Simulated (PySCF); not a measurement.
# Electronic absorption of C7H6ClOP

C7H6ClOP.
SMILES: `CC1=C(C=O)C=C(Cl)P=C1`

Computed with TDDFT CAM-B3LYP/def2-SVPD, vertical, gas phase, core orbitals frozen in the response (PySCF). One conformer (not necessarily the lowest) at the PBE0-D3(BJ)/def2-SVP geometry, without solvent, vibrations or thermal averaging. Torsions of this conformer, `[CH3:1][c:2]1[cH:3][p:4][c:5]([Cl:6])[cH:7][c:8]1[CH:9]=[O:10]`: C7–C8–C9–O10 0°.

| state | E (eV) | λ (nm) | f | symmetry | main configurations (H = HOMO, L = LUMO) |
| --- | --- | --- | --- | --- | --- |
| S1 | 3.65 | 340.1 | 0.0001 | – | H-2→L (81%), H-2→L+2 (17%) |
| S2 | 4.04 | 306.9 | 0.069 | A′ | H→L (72%), H-1→L (17%) |
| S3 | 4.57 | 271.5 | 0.178 | A′ | H-1→L (62%), H→L (22%), H→L+1 (13%) |
| S4 | 4.75 | 260.9 | 0.015 | A″ | H-3→L (94%) |
| S5 | 5.53 | 224.0 | 0.372 | A′ | H→L+1 (70%), H-1→L (18%) |
| S6 | 5.69 | 218.0 | 0.0001 | – | H-4→L (84%), H-6→L (9%) |
| S7 | 6.02 | 206.0 | 0.0000 | – | H-3→L+1 (89%), H-2→L+1 (9%) |
| S8 | 6.16 | 201.3 | 0.290 | A′ | H-1→L+1 (79%) |
| S9 | 6.30 | 196.8 | 0.0000 | – | H-2→L+1 (87%), H-3→L+1 (8%) |
| S10 | 6.38 | 194.4 | 0.024 | A′ | H-5→L (63%), H→L+2 (31%) |

Triplets (Tamm–Dancoff): T1 2.68 eV, H→L (79%), H-1→L (12%); T2 3.15 eV, H-2→L (76%), H-2→L+2 (21%); T3 3.54 eV, H-1→L (80%), H→L (14%); T4 3.89 eV, H-3→L (86%), H-3→L+2 (9%).

The lowest singlet comes at 340 nm (352 kJ/mol) in the ultraviolet; it is dark (f under 0.0005); its leading configuration is HOMO-2→LUMO (81%). The strongest level in the table is S5 at 5.53 eV (224 nm, f = 0.372). Löwdin shares by element: HOMO carbon 32% or more, chlorine 19%, phosphorus 19% (atoms not listed hold the other 30%); LUMO phosphorus 26%, carbon 24% or more, oxygen 12% (atoms not listed hold the other 37%). Of the 10 states listed, 6 reach f = 0.01 and 4 stay under 0.0005. Weighted by f, the mean energy of these states is 5.44 eV. The listed states span 2.73 eV, and the widest gap between neighbours is 0.78 eV (S4 to S5). No computed singlet lies in the visible range (380 to 750 nm); the lowest, at 340 nm, stands 0.38 eV above its violet end (3.26 eV); a Tamm–Dancoff triplet lies at 462 nm, without intensity as long as spin–orbit coupling is left out. All these states lie below the vertical ionisation energy of 9.10 eV (ΔSCF). Symmetry labels in Cs follow from the direction of the transition dipole and are given only for states with f of 0.002 or more. Singlets were solved by full linear response, triplets in the Tamm–Dancoff approximation.

The run took 5.8 min of wall time on an Arm Neoverse V2 with one thread, no GPU, on a shared host, and the process peaked at 1.4 GiB of memory.
